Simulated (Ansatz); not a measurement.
## Nudged elastic band run: CH2F2OSi

Input:

```yaml
crystal:
  periodic: [false, false, false]
  atoms:
    - { symbol: O, position_ang: [-0.699298, 0.642467, 1.525999] }
    - { symbol: Si, position_ang: [0.264928, -0.020085, 0.38123] }
    - { symbol: F, position_ang: [1.335872, -1.036696, 1.042488] }
    - { symbol: C, position_ang: [0.065766, -0.007415, -1.317016] }
    - { symbol: F, position_ang: [-0.854963, 0.746135, -1.962862] }
    - { symbol: H, position_ang: [-0.94631, 0.115928, 2.297382] }
    - { symbol: H, position_ang: [0.834006, -0.440344, -1.96722] }
basis:
  gaussian: { orbitals: def2-SVP }
hamiltonian:
  xc: b3lyp
  dispersion: d4
neb:
  order_check: false
  images: 9
  f_tol: 0.03
  max_iterations: 60
  initial_path: idpp
  final_atoms:
    - { symbol: O, position_ang: [-0.60135704, 0.63250543, 1.54373588] }
    - { symbol: Si, position_ang: [0.26168984, -0.12323722, 0.3730888] }
    - { symbol: F, position_ang: [1.40496817, -1.07352863, 1.00229722] }
    - { symbol: C, position_ang: [-0.01846354, 0.11531096, -1.28933346] }
    - { symbol: F, position_ang: [0.74222659, -0.41045514, -2.27867591] }
    - { symbol: H, position_ang: [-0.94515538, 0.11141127, 2.28041736] }
    - { symbol: H, position_ang: [-0.84390765, 0.74798333, -1.63152889] }
```

Run as:

```bash
$ ansatz run input.yaml --threads 1 --pin off --max-ram 2048MiB --backend cpu --events-out ev --progress --plain --runs-dir out
```

Output, in part (warnings, iteration lines, the closing report on the highest movable image, with atoms numbered from 0):

```
NEB end point (image 0): max|allowed force component| = 8.930e-3 eV/Å (the criterion of neb.relax_end_points is 1.000e-2)
NEB end point (image 10): max|allowed force component| = 3.785e-3 eV/Å (the criterion of neb.relax_end_points is 1.000e-2)
NEB iter   1: max|band force component| = 1.373e0 eV/Å  barrier→ = 1.7047 eV  barrier← = 1.7051 eV  Δτ_max = 0.1734 Å  (319 SCF iters)
NEB iter   2: max|band force component| = 8.766e-1 eV/Å  barrier→ = 1.4619 eV  barrier← = 1.4623 eV  Δτ_max = 0.2000 Å  (270 SCF iters)
NEB iter   3: max|band force component| = 6.151e-1 eV/Å  barrier→ = 1.3552 eV  barrier← = 1.3557 eV  Δτ_max = 0.1355 Å  (293 SCF iters)
NEB iter   4: max|band force component| = 3.300e-1 eV/Å  barrier→ = 1.3275 eV  barrier← = 1.3280 eV  CI = image 5  Δτ_max = 0.1182 Å  (277 SCF iters)
NEB iter   5: max|band force component| = 3.142e-1 eV/Å  barrier→ = 1.3424 eV  barrier← = 1.3429 eV  CI = image 5  Δτ_max = 0.1169 Å  (272 SCF iters)
NEB iter   6: max|band force component| = 2.150e-1 eV/Å  barrier→ = 1.3409 eV  barrier← = 1.3413 eV  CI = image 5  Δτ_max = 0.0410 Å  (263 SCF iters)
NEB iter   7: max|band force component| = 2.252e-1 eV/Å  barrier→ = 1.3391 eV  barrier← = 1.3396 eV  CI = image 5  Δτ_max = 0.0212 Å  (258 SCF iters)
NEB iter   8: max|band force component| = 9.830e-2 eV/Å  barrier→ = 1.3385 eV  barrier← = 1.3389 eV  CI = image 5  Δτ_max = 0.0423 Å  (252 SCF iters)
NEB iter   9: max|band force component| = 6.258e-2 eV/Å  barrier→ = 1.3380 eV  barrier← = 1.3384 eV  CI = image 5  Δτ_max = 0.0297 Å  (255 SCF iters)
NEB iter  10: max|band force component| = 6.608e-2 eV/Å  barrier→ = 1.3374 eV  barrier← = 1.3379 eV  CI = image 5  Δτ_max = 0.0421 Å  (245 SCF iters)
NEB iter  11: max|band force component| = 8.471e-2 eV/Å  barrier→ = 1.3363 eV  barrier← = 1.3368 eV  CI = image 5  Δτ_max = 0.0420 Å  (259 SCF iters)
NEB iter  12: max|band force component| = 1.231e-1 eV/Å  barrier→ = 1.3353 eV  barrier← = 1.3358 eV  CI = image 5  Δτ_max = 0.0422 Å  (244 SCF iters)
NEB iter  13: max|band force component| = 1.062e-1 eV/Å  barrier→ = 1.3342 eV  barrier← = 1.3347 eV  CI = image 5  Δτ_max = 0.0420 Å  (253 SCF iters)
NEB iter  14: max|band force component| = 1.360e-1 eV/Å  barrier→ = 1.3327 eV  barrier← = 1.3332 eV  CI = image 5  Δτ_max = 0.0824 Å  (245 SCF iters)
NEB iter  15: max|band force component| = 2.722e-1 eV/Å  barrier→ = 1.3307 eV  barrier← = 1.3312 eV  CI = image 5  Δτ_max = 0.0418 Å  (239 SCF iters)
NEB iter  16: max|band force component| = 1.428e-1 eV/Å  barrier→ = 1.3286 eV  barrier← = 1.3291 eV  CI = image 5  Δτ_max = 0.0421 Å  (243 SCF iters)
NEB iter  17: max|band force component| = 1.414e-1 eV/Å  barrier→ = 1.3262 eV  barrier← = 1.3267 eV  CI = image 5  Δτ_max = 0.0274 Å  (248 SCF iters)
NEB iter  18: max|band force component| = 1.761e-1 eV/Å  barrier→ = 1.3223 eV  barrier← = 1.3228 eV  CI = image 5  Δτ_max = 0.0324 Å  (239 SCF iters)
NEB iter  19: max|band force component| = 1.907e-1 eV/Å  barrier→ = 1.3199 eV  barrier← = 1.3204 eV  CI = image 5  Δτ_max = 0.0162 Å  (249 SCF iters)
NEB iter  20: max|band force component| = 1.741e-1 eV/Å  barrier→ = 1.3160 eV  barrier← = 1.3164 eV  CI = image 5  Δτ_max = 0.0161 Å  (245 SCF iters)
NEB iter  21: max|band force component| = 1.595e-1 eV/Å  barrier→ = 1.3120 eV  barrier← = 1.3124 eV  CI = image 5  Δτ_max = 0.0321 Å  (242 SCF iters)
NEB iter  22: max|band force component| = 1.597e-1 eV/Å  barrier→ = 1.3085 eV  barrier← = 1.3089 eV  CI = image 5  Δτ_max = 0.0325 Å  (246 SCF iters)
NEB iter  23: max|band force component| = 1.340e-1 eV/Å  barrier→ = 1.3054 eV  barrier← = 1.3058 eV  CI = image 5  Δτ_max = 0.0325 Å  (256 SCF iters)
NEB iter  24: max|band force component| = 1.198e-1 eV/Å  barrier→ = 1.3018 eV  barrier← = 1.3023 eV  CI = image 5  Δτ_max = 0.0325 Å  (252 SCF iters)
NEB iter  25: max|band force component| = 9.779e-2 eV/Å  barrier→ = 1.3001 eV  barrier← = 1.3006 eV  CI = image 5  Δτ_max = 0.0324 Å  (242 SCF iters)
NEB iter  26: max|band force component| = 1.081e-1 eV/Å  barrier→ = 1.2987 eV  barrier← = 1.2992 eV  CI = image 5  Δτ_max = 0.0162 Å  (252 SCF iters)
NEB iter  27: max|band force component| = 4.666e-2 eV/Å  barrier→ = 1.2982 eV  barrier← = 1.2986 eV  CI = image 5  Δτ_max = 0.0322 Å  (234 SCF iters)
NEB iter  28: max|band force component| = 9.448e-2 eV/Å  barrier→ = 1.2980 eV  barrier← = 1.2985 eV  CI = image 5  Δτ_max = 0.0100 Å  (246 SCF iters)
NEB iter  29: max|band force component| = 5.371e-2 eV/Å  barrier→ = 1.2980 eV  barrier← = 1.2984 eV  CI = image 5  Δτ_max = 0.0162 Å  (223 SCF iters)
NEB iter  30: max|band force component| = 2.091e-2 eV/Å  barrier→ = 1.2980 eV  barrier← = 1.2984 eV  CI = image 5  Δτ_max = 0.0000 Å  (476 SCF iters)
Total energy: -16418.23879839 eV, -603.3591471588 hartree
Atom 0 at    -0.150397     1.017421     1.520417 Å, force    -0.000479     0.003055     0.001455 eV/Å
Atom 1 at     0.039394    -0.096989     0.321519 Å, force    -0.000115     0.000478     0.001362 eV/Å
Atom 2 at     0.569957    -1.366491     1.179115 Å, force     0.000822    -0.002580     0.002113 eV/Å
Atom 3 at     0.011327    -0.346106    -1.447437 Å, force    -0.007165     0.000031    -0.003545 eV/Å
Atom 4 at    -1.209340    -0.356093    -2.083711 Å, force     0.003750    -0.001648    -0.000649 eV/Å
Atom 5 at     0.046113     0.764990     2.438477 Å, force     0.001130    -0.001007    -0.000433 eV/Å
Atom 6 at     0.692947     0.383259    -1.928379 Å, force     0.002055     0.001670    -0.000303 eV/Å
Dipole moment:     0.197684     0.251925     0.710474 e Å
```

The run converged. A vibrational analysis at the climbing image gives one clearly imaginary mode, 378i cm⁻¹: a first-order saddle point.

Final band (atoms are numbered from 1 in the order of the input):

| image | path coordinate (Å) | energy (eV) | dihedral F3–Si2–C4–F5 (°) |
| --- | --- | --- | --- |
| 0 | 0.00 | 0.00 | 176 |
| 1 | 0.42 | 0.05 | 167 |
| 2 | 0.85 | 0.29 | 152 |
| 3 | 1.27 | 0.67 | 139 |
| 4 | 1.70 | 1.08 | 127 |
| 5 | 2.12 | 1.30 | 114 |
| 6 | 2.59 | 1.00 | 90 |
| 7 | 3.06 | 0.49 | 56 |
| 8 | 3.53 | 0.12 | 13 |
| 9 | 4.01 | 0.01 | 5 |
| 10 | 4.48 | 0.00 | -4 |

Time of the run: 9 min on 1 thread of Intel(R) Xeon(R) 6975P-C (Granite Rapids) (shared host), peak memory 0.28 GiB.
